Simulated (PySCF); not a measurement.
**Dipole response of Ne (neon, neutral)**

[Ne], closed-shell 1S. Computed with PySCF 2.14 in dyall-av3z, with no relativity, point nucleus. Coupled (time-dependent) response in atomic units; α is the mean over directions.

```tsv
method	mean α (bohr³)	C₆ (like pair)	S(−4)
UHF	2.131	4.986	1.553
PBE	2.562	6.182	3.008
PBE0	2.412	5.774	2.396
wB97X	2.476	5.971	2.514
B97-3	2.394	5.719	2.306
```

S(−4) is the Cauchy moment in α(ω) = α(0) + S(−4) ω² + …

Reference α: 2.661 bohr³ (recommended; Schwerdtfeger and Nagle, table of static dipole polarizabilities (2023 update)). Published C₆: 6.200 (Chu and Dalgarno (2004); Tang, Norbeck and Certain (1976)).

α(iu) at wB97X:

```csv
u (hartree),α(iu) (bohr³)
0,2.476
0.0500,2.469
0.100,2.451
0.200,2.383
0.300,2.283
0.500,2.046
0.750,1.752
1.00,1.493
1.50,1.088
2.00,0.8095
3.00,0.4865
5.00,0.2281
```

A single London oscillator, α(iu) = α/(1 + u²/ω²), gives C₆ = (3/4) ω α². Matching the computed C₆ needs ω = 4 × 5.971 / (3 × 2.476²) = 1.30 hartree.
